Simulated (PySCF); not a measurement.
Species: CH5ClGeO.
SMILES: `C[O][GeH2][Cl]`

Method used: EOM-IP-CCSD/aug-cc-pVDZ in PySCF, restricted Hartree–Fock reference, 16 core orbitals frozen, non-relativistic, gas phase, PBE0-D3(BJ)/def2-SVP geometry.

Hartree–Fock orbital energies give these Koopmans values (eV): HOMO 11.95, HOMO-1 12.44, HOMO-2 12.45, HOMO-3 12.94, HOMO-4 13.95, HOMO-5 14.39, HOMO-6 16.76, HOMO-7 16.98.

Q: What vertical ionisation energies does EOM-IP-CCSD give?

A: 
```tsv
leading hole (HF orbital)	Koopmans (eV)	EOM-IP-CCSD (eV)	change (eV)	one-hole share
HOMO	11.95	10.46	-1.49	0.95
HOMO-1	12.44	11.25	-1.19	0.95
HOMO-2	12.45	11.46	-0.99	0.95
HOMO-3	12.94	11.83	-1.11	0.95
HOMO-4	13.95	13.19	-0.76	0.95
HOMO-5	14.39	13.57	-0.82	0.94
HOMO-6	16.76	15.33	-1.43	0.94
HOMO-7	16.98	15.69	-1.29	0.94
```

Q: Does the order of the lines follow the orbital energies?

A: Yes, no two lines change places. The corrections run from -1.49 to -0.76 eV, with a mean of -1.13 eV over the 8 lines; no line lies above its Koopmans value.

Q: At what kinetic energies would He I light (21.22 eV) eject these electrons?

A: 10.76 eV (HOMO), 9.97 eV (HOMO-1), 9.76 eV (HOMO-2), 9.39 eV (HOMO-3), 8.03 eV (HOMO-4), 7.65 eV (HOMO-5), 5.89 eV (HOMO-6), 5.53 eV (HOMO-7).

One root was sought for each valence orbital with −ε under 21 eV, eight at most, so deeper holes and satellites are missing; no vibrational structure.

The values belong to the conformer `[CH3:1][O:2][GeH2:3][Cl:4]`: C1–O2–Ge3–Cl4 179°.
